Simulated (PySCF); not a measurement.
## Identify the compound

Molecular formula: C5H9NOSi. Simulated spectra:

¹H NMR (400 MHz, computed): δ 3.87 (d, 3H), 3.74 (s, 3H), 3.04 (m, 1H), 0.79 (m, 1H), 0.77 (m, 1H).

¹³C{¹H} NMR (computed): δ 124.3 (C), 66.6 (CH), 60.1 (CH3), 12.5 (CH), 8.1 (CH).

All values are calculated (PySCF): PBE0/pcSseg-1 with gauge-including orbitals, GFN2-xTB structure. One conformer, no solvent, non-relativistic, fast rotation and ring inversion assumed for equivalent nuclei.

Scale: ¹H, ¹³C vs TMS (reference shieldings calculated alike).

Q: Choose the structure that fits.
A. CCO[SiH2]/C=C/C#N
B. CO[C@@H]1C[C@]1([SiH3])C#N
C. CO[C@@H]1[C@@H]([SiH3])[C@@H]1C#N
D. N#C[C@H]1CC[SiH2]OC1
E. CO[C@@H]1C[C@@]1([SiH3])C#N

A: C. 

1. The formula gives 3 degrees of unsaturation (1 ring in the answer).
2. 5 carbon signals for 5 carbons: no two carbons are equivalent.
3. Carbon types of the structure: 1 × C, 3 × CH, 1 × CH3, leaving 3 H on heteroatoms.
4. δC 124.3: nitrile carbon; typical of a nitrile.
5. δC 66.6, 12.5, 8.1: three-membered-ring carbon.
6. δC 60.1: methyl carbon bonded to O; the inductive effect lowers its shielding.
7. δH 3.74: hydrogen on a methyl carbon bonded to O; its carbon carries O, which withdraws density.
8. δH 3.04, 0.79, 0.77: hydrogen on a three-membered-ring carbon.

The others: CO[C@@H]1C[C@@]1([SiH3])C#N has carbons computed at 126.6, 69.3, 61.2, 21.3, -2.0, with a different DEPT pattern; N#C[C@H]1CC[SiH2]OC1 would give 9 signals for carbon-bound and other non-exchanging H, not 5; CCO[SiH2]/C=C/C#N has carbons computed at 159.0, 124.4, 122.7, 63.3, 20.4, with a different DEPT pattern; CO[C@@H]1C[C@]1([SiH3])C#N has carbons computed at 125.3, 66.7, 60.3, 21.5, -2.9, with a different DEPT pattern.

Shifts are as computed. Against solution values, carbons near 30 ppm lie about +3 ppm off and those near 130 ppm about +5 ppm. Of 1211 compounds with measured shifts, 218 miss one by over three times the rms of a fit or turn the order of signals round; such compounds aren't used in these exercises. Multiplicities follow the n + 1 count of equivalent neighbours, as no J values were calculated; m marks all less simple cases, F and P coupling included.
